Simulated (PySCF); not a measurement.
## Polarisability and C₆ of Ge²⁺ (germanium, charge +2)

[Ar] 3d10 4s2, closed-shell 1S. All numbers are calculated (PySCF 2.14, scalar relativity through the core potential, in aug-cc-pwCVTZ-PP with ECP10MDF). Coupled (time-dependent) response in atomic units; α is the mean over directions.

```json
{"method": "UHF", "mean α (bohr³)": "12.00", "C₆ (like pair)": "48.45", "S(−4)": "71.59"}
{"method": "PBE", "mean α (bohr³)": "10.23", "C₆ (like pair)": "39.67", "S(−4)": "50.03"}
{"method": "PBE0", "mean α (bohr³)": "10.69", "C₆ (like pair)": "41.83", "S(−4)": "55.25"}
{"method": "PW91", "mean α (bohr³)": "10.18", "C₆ (like pair)": "39.39", "S(−4)": "49.51"}
{"method": "wB97M-V", "mean α (bohr³)": "10.88", "C₆ (like pair)": "42.64", "S(−4)": "58.15"}
```

S(−4) is the Cauchy moment in α(ω) = α(0) + S(−4) ω² + …

α(iu) at PW91:

```csv
u (hartree),α(iu) (bohr³)
0,10.18
0.0500,10.06
0.100,9.712
0.200,8.552
0.300,7.176
0.500,4.879
0.750,3.186
1.00,2.274
1.50,1.400
2.00,0.9965
3.00,0.6197
5.00,0.3326
```

A single London oscillator, α(iu) = α/(1 + u²/ω²), gives C₆ = (3/4) ω α². Matching the computed C₆ needs ω = 4 × 39.39 / (3 × 10.18²) = 0.507 hartree.

For an ion, C₆ is the dispersion term alone; charge-induced terms of lower order in 1/R come first.

Energies and moments cover only the electrons outside the core potential.
